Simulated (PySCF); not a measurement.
Isomers of C4H3FN2, mass 98.028 u with the commonest isotopes. Theory: PBE0/pcSseg-1 in PySCF (dipole) on a GFN2-xTB geometry, gas phase. One conformer each, none proved a minimum here; rigid rotors.

Task: Order these by dipole moment, smallest first.
A. 2-fluoropyrimidine, `FC1=NC=CC=N1`
B. `n1cc(F)ccn1`
C. `CC(F)(C#N)C#N`
D. `Fc1cnccn1`

Result: D (1.53 D), B (3.06 D), C (3.65 D), A (3.93 D).

Task: Order these by radius of gyration √(Σ m r²/M), smallest first.
A. `CC(F)(C#N)C#N`
B. `c1nc(F)cnc1`
C. `Fc1ccnnc1`
D. `Fc1ncccn1` (2-fluoropyrimidine)

Result: D (1.627 Å), B (1.644 Å), C (1.666 Å), A (1.772 Å).

Task: Order these by rotational constant B, largest first.
A. `CC(F)(C#N)C#N`
B. `Fc1ccnnc1`
C. `Fc1cnccn1`
D. 2-fluoropyrimidine, `c1cnc(F)nc1`

Result: D (2845 MHz), C (2770 MHz), B (2648 MHz), A (2403 MHz).

| SMILES | point group | Ia (u·Å²) | Ib (u·Å²) | Ic (u·Å²) | κ | μa (D) | μb (D) | μc (D) |
| --- | --- | --- | --- | --- | --- | --- | --- | --- |
| Fc1ccnnc1 | Cs | 81.18 | 190.84 | 272.02 | -0.64 | 2.17 | 2.16 | 0.00 |
| CC(F)(C#N)C#N | Cs | 148.21 | 210.34 | 257.04 | -0.40 | 0.00 | 3.06 | 1.99 |
| Fc1ncccn1 | C2v | 81.83 | 177.64 | 259.47 | -0.58 | 3.93 | 0.00 | 0.00 |
| Fc1cnccn1 | Cs | 82.43 | 182.43 | 264.86 | -0.59 | 1.52 | 0.07 | 0.00 |
